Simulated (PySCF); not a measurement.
**Working out the excitation energy of B**

B [He] 2s2 2p1 (2P) → B [He] 2s1 2p2 (4P). Calculation: PySCF 2.14, in x2c-TZVPPall with one added diffuse shell each of s, p, d type (6s4p3d1f, 40 functions); the spin-free X2C one-electron Hamiltonian (Gaussian nucleus). Frozen: nothing. Energies in hartree (1 hartree = 27.21139 eV):

```
             part   B (lower)   B (upper)
              UHF  -24.539118  -24.458465
MP2 opposite-spin   -0.054996   -0.014496
    MP2 same-spin   -0.003663   -0.011684
```

Question: What does Hartree-Fock give?

Answer: (-24.458465) − (-24.539118) = 0.080653 hartree = 2.195 eV.

Question: What do MP2 and SCS-MP2 (6/5 opposite-spin, 1/3 same-spin) give?

Answer: The opposite-spin parts differ by 1.102 eV and the same-spin parts by -0.218 eV. MP2: 2.195 + (1.102) + (-0.218) = 3.079 eV. SCS-MP2: 2.195 + 1.2 × (1.102) + (-0.218)/3 = 3.445 eV.
